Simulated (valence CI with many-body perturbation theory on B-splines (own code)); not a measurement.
The numbers below are computed, except where a source is named.
**Assign the levels of Tc XIII**

Method: configuration interaction combined with many-body perturbation theory (CI+MBPT): three valence electrons over a frozen Dirac-Fock core [Ar] 3d10, a basis of 11 s, 11 p, 9 d, 7 f, 5 g, 2 h, 1 i functions for each j, with the one-electron correlation potential Σ1 (screened to all orders), the two-electron term Σ2, the three-electron term Σ3, Breit, model QED; selected single and double excitations, second order for the rest, scaled by the run's own slope (own B-spline code, finite nucleus).

No measured spectrum was set against this ion. As an estimate, levels hold to about 250 cm⁻¹ or 0.2 % of their energy and the worst to 1 %, as in measured heavy ions of charge 2 to 7; those with d or f electrons hold less well.

```tsv
No.	J	Parity	E (cm⁻¹)	g
1	1/2	odd	0	0.665
2	3/2	odd	33565	1.333
3	1/2	even	213360	2.623
4	3/2	even	230100	1.724
5	5/2	even	244490	1.554
6	3/2	even	284420	0.828
7	5/2	even	293180	1.246
10	3/2	even	359930	1.314
11	3/2	even	458410	0.800
12	5/2	even	463620	1.200
15	5/2	odd	552210	1.199
16	1/2	odd	590280	0.665
18	3/2	odd	628880	0.422
19	5/2	odd	635780	1.039
```

Energies count from the lowest level. Strongly mixed levels and levels close to another of their J and parity are left out, so the numbers can have gaps.

Question: Give configuration and LS term of each level.

Answer: 1: 4s²4p ²P°; 2: 4s²4p ²P°; 3: 4s4p² ⁴P; 4: 4s4p² ⁴P; 5: 4s4p² ⁴P; 6: 4s4p² ²D; 7: 4s4p² ²D; 10: 4s4p² ²P; 11: 4s²4d ²D; 12: 4s²4d ²D; 15: 4p³ ²D°; 16: 4p³ ²P°; 18: 4s4p4d ⁴F°; 19: 4s4p4d ⁴F°.
